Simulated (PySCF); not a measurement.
## Calculated data, GeH7NSi

Calculation on a computer-drawn molecule: optimised geometry and harmonic frequencies of an isolated molecule of the commonest isotopes, restricted reference for singlets and unrestricted otherwise, frozen core in MP2; on germanium a core potential holds 10 electrons, which the energies leave out, and 3d is frozen in MP2 and coupled-cluster steps. Program: PySCF 2.14.0.

## GeH7NSi

Start structure:
```xyz
10
GeH7NSi
N     -0.6927     0.0944    -1.8541
Ge     0.5070    -0.3018    -0.5681
Si     2.5051     0.9099    -0.9189
H     -1.5236    -0.3870    -1.8725
H     -0.8562     1.0289    -2.0618
H     -0.0511    -0.0978     0.7774
H      0.6824    -1.7977    -0.6664
H      2.1845     2.3556    -1.2290
H      3.2667     0.3817    -2.0671
H      3.3784     0.9550     0.2194
```

Here we set charge 0, multiplicity 1, method HF, basis cc-pV(D+d)Z and basis and core potential on germanium cc-pVDZ-PP ECP10MDF.

The calculation gives: rotational constants 10.43, 2.879, 2.398 GHz; total energy -640.8401 hartree; convergence status largest gradient component 2.446e-05 hartree/bohr.

Drawn bonds:
```tsv
atom	other atom	order
1	2	1
2	3	1
1	4	1
1	5	1
2	6	1
2	7	1
3	8	1
3	9	1
3	10	1
```

Optimised structure:
```xyz
10
GeH7NSi
N     -0.6611     0.0512    -1.9659
Ge     0.4911    -0.2908    -0.5570
Si     2.5188     0.9422    -0.9390
H     -1.5185    -0.4743    -1.9213
H     -0.9092     1.0220    -2.0590
H     -0.1088     0.0736     0.8170
H      0.7465    -1.8029    -0.5660
H      2.2133     2.3868    -1.0818
H      3.1847     0.4687    -2.1743
H      3.4437     0.7648     0.2063
```

Modes:
```tsv
frequency (cm⁻¹)	reduced mass (dalton)
95.55	1.119
141.9	3.089
189	1.079
364	8.294
389.3	1.041
549.3	1.149
587.3	1.13
648.7	1.807
695	1.905
755.9	1.158
820.4	1.1
942.9	1.068
985.3	1.068
1010	1.129
1024	1.038
1026	1.036
1705	1.093
2162	1.021
2215	1.018
2300	1.044
2305	1.037
2314	1.039
3723	1.051
3811	1.093
```
